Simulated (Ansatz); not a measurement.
Consider the hydrogenolysis of a B–Cl bond: `[SiH3]NCBCl` + H₂ → `BCN[SiH3]` + HCl.

Gas-phase electronic energies from Ansatz, PBE0-D4/def2-TZVP geometries. CCSD(T)/CBS adds triple-zeta CCSD(T) − MP2 to the extrapolated MP2 energy (def2 sets, frozen cores). This one scheme is used for every species. Functionals use def2-TZVPP. Each species was taken in one conformer, which may not be the lowest.

Is it downhill or uphill in electronic energy at CCSD(T)/CBS, and by how much? (An estimate is asked.)

The calculation gave: Uphill: ΔE = +18.3 kcal/mol.

What do these levels give: PBE0-D4, ωB97X-V, HF/def2-TZVPP, CCSD(T)/def2-TZVPP, HF/CBS(def2), MP2/CBS(def2)? (Best estimate.)

The calculation gave: PBE0-D4 18.4, ωB97X-V 17.7, HF/def2-TZVPP 12.9, CCSD(T)/def2-TZVPP 18.2, HF/CBS(def2) 12.6, MP2/CBS(def2) 20.0 kcal/mol.

Largest T1 diagnostic among the species: 0.011.

In def2-TZVPP, CCSD(T) changes the Hartree–Fock value by +5.3 kcal/mol (the triples alone add +1.4 kcal/mol) and MP2 by +7.0 kcal/mol. From PBE to PBE0 (25 % exact exchange), in def2-TZVPP and without D4, ΔE moves by −0.9 kcal/mol.
